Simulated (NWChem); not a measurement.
System: AlN2H4Cl; SMILES [Cl][Al]([NH2])[NH2]

```xyz
8

Al     0.0000     0.0000    -0.4133
Cl     0.0000     0.0000     1.6959
N      0.0000    -1.5559    -1.2448
H      0.0000    -2.4494    -0.7672
H      0.0000    -1.6964    -2.2479
N      0.0000     1.5559    -1.2448
H      0.0000     1.6964    -2.2479
H      0.0000     2.4494    -0.7672
```
Atoms are numbered in this order, from 1.

Results from NWChem. Structure relaxed at the PBE0/def2-SVP level. Level M06-2X/def2-SVP: energy and gradient on several grids; changes count from the extra-fine grid, which is no exact limit either.

```json
[
 {"grid": "xcoarse", "size of the energy change (μHa)": "10000", "largest change of a gradient component (μHa/bohr)": "4000", "time, medium = 1 (rough)": "about 1"},
 {"grid": "coarse", "size of the energy change (μHa)": "100", "largest change of a gradient component (μHa/bohr)": "500", "time, medium = 1 (rough)": "about 1"},
 {"grid": "medium", "size of the energy change (μHa)": "< 10", "largest change of a gradient component (μHa/bohr)": "200", "time, medium = 1 (rough)": "about 1"},
 {"grid": "fine", "size of the energy change (μHa)": "< 10", "largest change of a gradient component (μHa/bohr)": "30", "time, medium = 1 (rough)": "about 1"},
 {"grid": "xfine", "size of the energy change (μHa)": "< 10", "largest change of a gradient component (μHa/bohr)": "< 30", "time, medium = 1 (rough)": "2"}
]
```
